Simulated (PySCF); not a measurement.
LDA on I (iodine, neutral), [Kr] 4d10 5s2 5p4 5d1, one real determinant (an excited configuration). Computed with PySCF 2.14 in aug-cc-pVDZ-PP with ECP28MDF, with a scalar-relativistic core potential.

```
cycle= 1 E= -294.908637243689  delta_E= -0.00878  |g|= 0.0202  |ddm|= 0.48
cycle= 2 E= -294.908810513223  delta_E= -0.000173  |g|= 0.00435  |ddm|= 0.0797
cycle= 3 E= -294.908825798834  delta_E= -1.53e-05  |g|= 0.00221  |ddm|= 0.0308
cycle= 4 E= -294.908828369496  delta_E= -2.57e-06  |g|= 9.45e-06  |ddm|= 0.00805
cycle= 5 E= -294.908828369582  delta_E= -8.66e-11  |g|= 7.82e-07  |ddm|= 4.87e-05
converged SCF energy = -294.908828369582  <S^2> = 3.751032  2S+1 = 4.000516
```

Highest occupied orbital energy: 1.618 eV; ⟨L²⟩ = 8.00; populations by l: s 4.00, p 10.00, d 11.00.

Problem. Can this result be used?

Solution. Not for this state. The run converged. ⟨L²⟩ = 8.00 against 12 for a pure F term, so this real determinant mixes terms. Energies and moments cover only the electrons outside the core potential. The outer electron is Rydberg-like, and this basis confines it to a smaller radius and binds it less than a complete one would. At LDA the highest occupied level has a positive energy, so only the finite basis holds that electron; for this excited configuration the basis is too tight for the outer shell.
